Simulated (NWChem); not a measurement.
Everything below was run with NWChem. System: Cl2Mg, charge 0, spin multiplicity 1, at a geometry optimised with PBE0/def2-SVP. The structure started from a generated list of species. Level: RHF/3-21G.

The NWChem input:

```
start mol
memory heap 200 mb stack 900 mb global 1100 mb
geometry units angstroms nocenter noautoz
  Mg     0.000000     0.000000     0.000000
  Cl     0.000000     0.000000    -2.192980
  Cl     0.000000     0.000000     2.192980
  symmetry group D2h
end
basis spherical
  * library 3-21g
end
scf
  rhf
  nopen 0
  maxiter 100
  thresh 1e-7
  semidirect memsize 60000000 filesize 0
end
task scf energy
```

NWChem printed:

```
             Northwest Computational Chemistry Package (NWChem) 7.3.0
             --------------------------------------------------------

                                NWChem Input Module
                                -------------------

 Scaling coordinates for geometry "geometry" by  1.889725989
 (inverse scale =  0.529177249)

 Turning off AUTOSYM since
 SYMMETRY directive was detected!

                             Geometry "geometry" -> ""
                             -------------------------

 Output coordinates in angstroms (scale by  1.889725989 to convert to a.u.)

  No.       Tag          Charge          X              Y              Z
 ---- ---------------- ---------- -------------- -------------- --------------
    1 Mg                  12.0000     0.00000000     0.00000000     0.00000000
    2 Cl                  17.0000     0.00000000     0.00000000    -2.19298000
    3 Cl                  17.0000     0.00000000     0.00000000     2.19298000

 Effective nuclear repulsion energy (a.u.)     133.3210654326

            Nuclear Dipole moment (a.u.)
            ----------------------------
        X                 Y               Z
 ---------------- ---------------- ----------------
     0.0000000000     0.0000000000     0.0000000000

      Symmetry information
      --------------------

 Group name             D2h
 Group number             26
 Group order               8
 No. of unique centers     2

      Symmetry unique atoms

     1    2


 Summary of "ao basis" -> "" (spherical)
 ------------------------------------------------------------------------------
       Tag                 Description            Shells   Functions and Types
 ---------------- ------------------------------  ------  ---------------------
 *                           3-21g                    on all atoms

 Summary of "ao basis" -> "ao basis" (spherical)
 ------------------------------------------------------------------------------
       Tag                 Description            Shells   Functions and Types
 ---------------- ------------------------------  ------  ---------------------
 Mg                          3-21g                   7       13   4s3p
 Cl                          3-21g                   7       13   4s3p

                                 NWChem SCF Module
                                 -----------------

  ao basis        = "ao basis"
  functions       =    39
  atoms           =     3
  closed shells   =    23
  open shells     =     0
  charge          =   0.00
  wavefunction    = RHF
  use symmetry    = T
  symmetry adapt  = T

 Summary of "ao basis" -> "ao basis" (spherical)
 ------------------------------------------------------------------------------
       Tag                 Description            Shells   Functions and Types
 ---------------- ------------------------------  ------  ---------------------
 Mg                          3-21g                   7       13   4s3p
 Cl                          3-21g                   7       13   4s3p

      Symmetry analysis of basis
      --------------------------

        ag         11
        au          0
        b1g         0
        b1u        10
        b2g         3
        b2u         6
        b3g         3
        b3u         6

 Forming initial guess at       0.0s

      Superposition of Atomic Density Guess
      -------------------------------------

 Sum of atomic energies:       -1113.03661464

      Non-variational initial energy
      ------------------------------

 Total energy =   -1113.245940
 1-e energy   =   -1809.291403
 2-e energy   =     562.724397
 HOMO         =      -0.455825
 LUMO         =      -0.079306

      Symmetry analysis of molecular orbitals - initial
      -------------------------------------------------

 !! scf_movecs_sym_adapt:   18 vectors were symmetry contaminated

  Symmetry fudging

 !! scf_movecs_sym_adapt:   18 vectors were symmetry contaminated

  Numbering of irreducible representations:

     1 ag          2 au          3 b1g         4 b1u         5 b2g
     6 b2u         7 b3g         8 b3u

  Orbital symmetries:

     1 b1u         2 ag          3 ag          4 b1u         5 ag
     6 ag          7 b1u         8 b2u         9 b3u        10 b3g
    11 b2g        12 ag         13 b1u        14 b2u        15 b3u
    16 ag         17 b1u        18 ag         19 b1u        20 b2u
    21 b3u        22 b3g        23 b2g        24 ag         25 b2u
    26 b3u        27 b1u        28 ag         29 b2u        30 b3u
    31 b1u        32 ag         33 b3g

 Starting SCF solution at       0.1s

 ----------------------------------------------
         Quadratically convergent ROHF

 Convergence threshold     :          1.000E-07
 Maximum no. of iterations :          100
 Final Fock-matrix accuracy:          1.000E-09
 ----------------------------------------------

              iter       energy          gnorm     gmax       time
             ----- ------------------- --------- --------- --------
                 1    -1113.2049182968  5.77D-01  2.67D-01      0.1
                 2    -1113.2387592433  2.03D-01  6.16D-02      0.1
                 3    -1113.2419381375  4.79D-03  3.17D-03      0.1
                 4    -1113.2419443044  7.33D-06  3.46D-06      0.2
                 5    -1113.2419443044  7.53D-09  3.06D-09      0.2

       Final RHF  results
       ------------------

         Total SCF energy =  -1113.241944304374
      One-electron energy =  -1810.396645672062
      Two-electron energy =    563.833635935111
 Nuclear repulsion energy =    133.321065432577

        Time for solution =      0.1s

       Symmetry analysis of molecular orbitals - final
       -----------------------------------------------

  Numbering of irreducible representations:

     1 ag          2 au          3 b1g         4 b1u         5 b2g
     6 b2u         7 b3g         8 b3u

  Orbital symmetries:

     1 b1u         2 ag          3 ag          4 b1u         5 ag
     6 ag          7 b1u         8 b2u         9 b3u        10 b3g
    11 b2g        12 ag         13 b1u        14 b3u        15 b2u
    16 ag         17 b1u        18 ag         19 b1u        20 b2u
    21 b3u        22 b3g        23 b2g        24 ag         25 b2u
    26 b3u        27 b1u        28 ag         29 b2u        30 b3u
    31 b1u        32 ag         33 b2g

             Final eigenvalues
             -----------------

              1
    1 -104.0807
    2 -104.0803
    3  -48.7819
    4  -10.4735
    5  -10.4723
    6   -7.9357
    7   -7.9357
    8   -7.9332
    9   -7.9332
   10   -7.9330
   11   -7.9330
   12   -3.8520
   13   -2.3649
   14   -2.3630
   15   -2.3630
   16   -1.0619
   17   -1.0580
   18   -0.5057
   19   -0.4794
   20   -0.4606
   21   -0.4606
   22   -0.4515
   23   -0.4515
   24    0.0076
   25    0.0533
   26    0.0533
   27    0.1434
   28    0.2460
   29    0.2504
   30    0.2504
   31    0.4549
   32    0.7712
   33    0.7992

                       ROHF Final Molecular Orbital Analysis
                       -------------------------------------

 Vector   21  Occ=2.000000D+00  E=-4.606341D-01  Symmetry=b3u
              MO Center= -4.1D-16, -1.1D-43,  5.8D-17, r^2= 5.8D+00
   Bfn.  Coefficient  Atom+Function         Bfn.  Coefficient  Atom+Function
  ----- ------------  ---------------      ----- ------------  ---------------
    20      0.407859  2 Cl px                33      0.407859  3 Cl px
    24      0.357145  2 Cl px                37      0.357145  3 Cl px
    16     -0.189464  2 Cl px                29     -0.189464  3 Cl px

 Vector   22  Occ=2.000000D+00  E=-4.514761D-01  Symmetry=b3g
              MO Center= -4.4D-48,  6.7D-24, -3.9D-17, r^2= 6.0D+00
   Bfn.  Coefficient  Atom+Function         Bfn.  Coefficient  Atom+Function
  ----- ------------  ---------------      ----- ------------  ---------------
    21      0.411853  2 Cl py                34     -0.411853  3 Cl py
    25      0.392447  2 Cl py                38     -0.392447  3 Cl py
    17     -0.193062  2 Cl py                30      0.193062  3 Cl py

 Vector   23  Occ=2.000000D+00  E=-4.514761D-01  Symmetry=b2g
              MO Center= -1.3D-22, -5.4D-51, -3.3D-17, r^2= 6.0D+00
   Bfn.  Coefficient  Atom+Function         Bfn.  Coefficient  Atom+Function
  ----- ------------  ---------------      ----- ------------  ---------------
    20      0.411853  2 Cl px                33     -0.411853  3 Cl px
    24      0.392447  2 Cl px                37     -0.392447  3 Cl px
    16     -0.193062  2 Cl px                29      0.193062  3 Cl px

 Vector   24  Occ=0.000000D+00  E= 7.593835D-03  Symmetry=ag
              MO Center=  1.9D-16,  1.4D-19,  3.7D-18, r^2= 5.6D+00
   Bfn.  Coefficient  Atom+Function         Bfn.  Coefficient  Atom+Function
  ----- ------------  ---------------      ----- ------------  ---------------
    10      1.276929  1 Mg s                 23     -0.407958  2 Cl s
    36     -0.407958  3 Cl s                 26     -0.282178  2 Cl pz
    39      0.282178  3 Cl pz                 2     -0.211935  1 Mg s
    22     -0.157868  2 Cl pz                35      0.157868  3 Cl pz

 Vector   25  Occ=0.000000D+00  E= 5.328601D-02  Symmetry=b2u
              MO Center= -1.2D-40, -3.5D-14,  6.2D-17, r^2= 6.9D+00
   Bfn.  Coefficient  Atom+Function         Bfn.  Coefficient  Atom+Function
  ----- ------------  ---------------      ----- ------------  ---------------
    12      0.949265  1 Mg py                25     -0.253598  2 Cl py
    38     -0.253598  3 Cl py                 8      0.196570  1 Mg py

 Vector   26  Occ=0.000000D+00  E= 5.328601D-02  Symmetry=b3u
              MO Center=  5.3D-17,  5.0D-45,  1.0D-17, r^2= 6.9D+00
   Bfn.  Coefficient  Atom+Function         Bfn.  Coefficient  Atom+Function
  ----- ------------  ---------------      ----- ------------  ---------------
    11      0.949265  1 Mg px                24     -0.253598  2 Cl px
    37     -0.253598  3 Cl px                 7      0.196570  1 Mg px

 center of mass
 --------------
 x =   0.00000000 y =   0.00000000 z =   0.00000000

 moments of inertia (a.u.)
 ------------------
        1201.097766058655           0.000000000000           0.000000000000
           0.000000000000        1201.097766058655           0.000000000000
           0.000000000000           0.000000000000           0.000000000000

  Mulliken analysis of the total density
  --------------------------------------

    Atom       Charge   Shell Charges
 -----------   ------   -------------------------------------------------------
    1 Mg  12    10.86   2.00  1.98  5.88  0.36  0.63 -0.03  0.03
    2 Cl  17    17.57   2.00  1.96  5.91  1.10  3.00  0.94  2.67
    3 Cl  17    17.57   2.00  1.96  5.91  1.10  3.00  0.94  2.67

       Multipole analysis of the density wrt the origin
       ------------------------------------------------

     L   x y z        total         open         nuclear
     -   - - -        -----         ----         -------
     0   0 0 0     -0.000000      0.000000     46.000000

     1   1 0 0      0.000000      0.000000      0.000000
     1   0 1 0      0.000000      0.000000      0.000000
     1   0 0 1     -0.000000      0.000000      0.000000

     2   2 0 0    -24.965751      0.000000      0.000000
     2   1 1 0     -0.000000      0.000000      0.000000
     2   1 0 1     -0.000000      0.000000      0.000000
     2   0 2 0    -24.965751      0.000000      0.000000
     2   0 1 1     -0.000000      0.000000      0.000000
     2   0 0 2    -45.165520      0.000000    583.910023

 Task  times  cpu:        0.2s     wall:        0.2s

 Total times  cpu:        0.2s     wall:        0.2s
```
